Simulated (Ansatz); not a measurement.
Reaction (hydrogenolysis of the Si–Cl bond): `N[Si](F)(F)Cl` + H₂ → `N[SiH](F)F` + HCl

Isolated molecules relaxed with PBE0-D4/def2-TZVP in Ansatz; ΔE leaves out vibrations. CBS: def2 TZ/QZ extrapolation, frozen cores. Functionals use def2-TZVPP. B3LYP here is the variant with VWN-RPA as its local correlation; programs differ in this. HSE06 is defined as in plane-wave codes. Each species was taken in one conformer, which may not be the lowest.

`N[Si](F)(F)Cl`:

```xyz
7

N     0.743   -0.489   -0.630
Si   -0.511    0.206    0.240
F    -1.291    1.200   -0.703
F    -1.483   -0.935    0.729
Cl    0.002    1.268    1.893
H     1.211   -1.316   -0.298
H     1.330    0.067   -1.230
```

H₂:

```xyz
2

H    -0.189    0.185    0.263
H     0.189   -0.185   -0.263
```

`N[SiH](F)F`:

```xyz
7

N     0.342   -0.923    0.371
Si   -0.295    0.516   -0.229
F    -0.938    1.313    0.983
F     0.781    1.516   -0.839
H     0.532   -1.704   -0.234
H     0.862   -0.970    1.231
H    -1.285    0.252   -1.282
```

HCl:

Cartesian coordinates in Å:
```
Cl -0.050 -0.502 -0.392
H 0.050 0.502 0.392
```

(1) Is it downhill or uphill in electronic energy at CCSD(T)/CBS, and by how much? (Best estimate.)

(2) What do these levels give: B3LYP-D4, HSE06-D4, BHLYP-D4, HSE06, MP2/cc-pV(D+d)Z, MP2/CBS(cc)? (An estimate is asked.)

Largest T1 diagnostic among the species: 0.011.

Answers

(1) Ansatz gave: Uphill: ΔE = +82.0 kJ/mol.

(2) Computed: B3LYP-D4 79.7, HSE06-D4 81.0, BHLYP-D4 79.2, HSE06 76.6, MP2/cc-pV(D+d)Z 69.2, MP2/CBS(cc) 87.4 kJ/mol.

Leaving LDA and LC-ωPBE aside and taking each functional with its dispersion term where it has one, the values, not all of them listed here, spread over 13.1 kJ/mol, from B2PLYP to r2SCAN-D4. LDA lies +3.4 kJ/mol from PBE without D4. At CCSD(T), def2-SVP lies −17.9 kJ/mol from the extrapolated value and def2-TZVPP −6.5 kJ/mol.
